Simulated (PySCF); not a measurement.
## How exact exchange moves a shielding

Molecule: SMILES C(=O)CB(F)F, C2H3BF2O.

Geometry (Å), atoms numbered from 1 in this order:
```xyz
9

O    -1.5357    1.5280   -0.7368
C    -1.0629    0.4290   -0.6461
C    -0.2546   -0.0476    0.5297
B     1.2437   -0.3108    0.1468
F     2.2435    0.0689    0.9144
F     1.5490   -0.9498   -0.9672
H    -1.1882   -0.3230   -1.4676
H    -0.3474    0.6586    1.3656
H    -0.6462   -1.0354    0.8396
```

GIAO shieldings (ppm, equivalent atoms averaged) in PySCF on the PBE0-D3(BJ)/def2-SVP geometry, basis pcSseg-2, gas phase, non-relativistic:

```csv
functional,exact exchange (%),σ(C3),σ(B4),σ(F5/F6)
BLYP,0,134.9,65.6,223.3
BP86,0,139.0,68.4,222.5
PBE,0,139.0,67.6,220.4
B3LYP,20,140.7,69.8,239.1
PBE0,25,145.9,72.8,240.9
BHandHLYP,50,148.2,76.2,260.1
HF,100,159.6,87.7,290.8
```

Problem. Fit each shielding as a line in the percentage of exact exchange.

Solution. σ(C3) = 137.8 + 0.22 x (rms 1.7 ppm); σ(B4) = 66.9 + 0.20 x (rms 1.0 ppm); σ(F5/F6) = 223.1 + 0.69 x (rms 1.7 ppm). The functionals also differ in their semilocal parts, which the line can't hold; Hartree–Fock has no correlation at all.

Problem. What does the line predict for mPW1PW91 (25 %), and what does the run give?

Solution. σ(C3): 143.3 predicted, 145.4 computed; σ(B4): 71.9 predicted, 72.8 computed; σ(F5/F6): 240.3 predicted, 242.3 computed ppm.
